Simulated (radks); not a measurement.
Spin polarisation of the 4f13 shell in the thulium ion Tm2+. Start: [Xe] 4f(up 6.5, down 6.5); electrons of 4f are moved from spin down to spin up, other shells keep equal spins. All-electron calculation, non-relativistic Kohn-Sham, PBE, spin-polarised, spherical densities, point nucleus. Program: a radial shooting solver on a logarithmic mesh with Libxc functionals.

| moment (Bohr magnetons) | E - E(0) (eV) | e(4f up) (eV) | e(4f down) (eV) | 5p down minus up (eV) | 5s down minus up (eV) | 4d down minus up (eV) |
|---|---|---|---|---|---|---|
| 0 | 0.000 | -21.312 | -21.312 | 0.000 | 0.000 | 0.000 |
| 0.25 | -0.013 | -21.411 | -21.211 | 0.065 | 0.085 | 0.224 |
| 0.5 | -0.050 | -21.509 | -21.108 | 0.129 | 0.170 | 0.448 |
| 0.75 | -0.113 | -21.605 | -21.005 | 0.194 | 0.254 | 0.671 |
| 1 | -0.200 | -21.700 | -20.899 | 0.258 | 0.339 | 0.895 |

At moment 1 the spin-polarisation energy is -0.200 eV and the 4f exchange splitting 0.801 eV, that is 0.801 eV per Bohr magneton; E = -I m^2/4 would give I = 0.801 eV.
